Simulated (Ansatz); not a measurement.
Start from `[AlH2][SiH](Cl)[AsH2]` and change one atom or group to get `C[SiH2][SiH]([AlH2])Cl`.

Ansatz, PBE0-D4/def2-TZVP geometries, multiplicity 1. Each molecule was computed in one conformer, which needn't be the lowest.

Scalar relativity is left out up to krypton.

```
                                      property  `[AlH2][SiH](Cl)[AsH2]`
           HOMO–LUMO gap (PBE/def2-TZVPP) / eV                     3.07
         LUMO energy (ωB97M-V/def2-TZVPP) / eV                    -0.76
            HOMO energy (PBE0/def2-TZVPP) / eV                    -7.22
           LUMO energy (B3LYP/def2-TZVPP) / eV                    -2.56
             HOMO energy (PBE/def2-TZVPP) / eV                    -6.19
size of the dipole moment (PBE/def2-TZVPP) / D                     0.95
```

Problem. What does the change do to each property? (An estimate is asked.)

Solution. The calculation gave: 
```json
{"property": "HOMO–LUMO gap (PBE/def2-TZVPP) / eV", "`C[SiH2][SiH]([AlH2])Cl`": "3.12", "shift": "0.05"}
{"property": "LUMO energy (ωB97M-V/def2-TZVPP) / eV", "`C[SiH2][SiH]([AlH2])Cl`": "-0.63", "shift": "0.13"}
{"property": "HOMO energy (PBE0/def2-TZVPP) / eV", "`C[SiH2][SiH]([AlH2])Cl`": "-7.16", "shift": "0.06"}
{"property": "LUMO energy (B3LYP/def2-TZVPP) / eV", "`C[SiH2][SiH]([AlH2])Cl`": "-2.43", "shift": "0.13"}
{"property": "HOMO energy (PBE/def2-TZVPP) / eV", "`C[SiH2][SiH]([AlH2])Cl`": "-6.11", "shift": "0.08"}
{"property": "size of the dipole moment (PBE/def2-TZVPP) / D", "`C[SiH2][SiH]([AlH2])Cl`": "2.13", "shift": "1.18"}
```

With PBE0 the HOMO rises by 0.06 eV and the LUMO rises by 0.13 eV, so the gap widens by about 0.07 eV. PBE moves the HOMO by 0.08 eV and ωB97M-V by 0.07 eV. Dipoles are sizes alone; their direction can turn.

B3LYP here is the variant with VWN-RPA as its local correlation; programs differ in this.
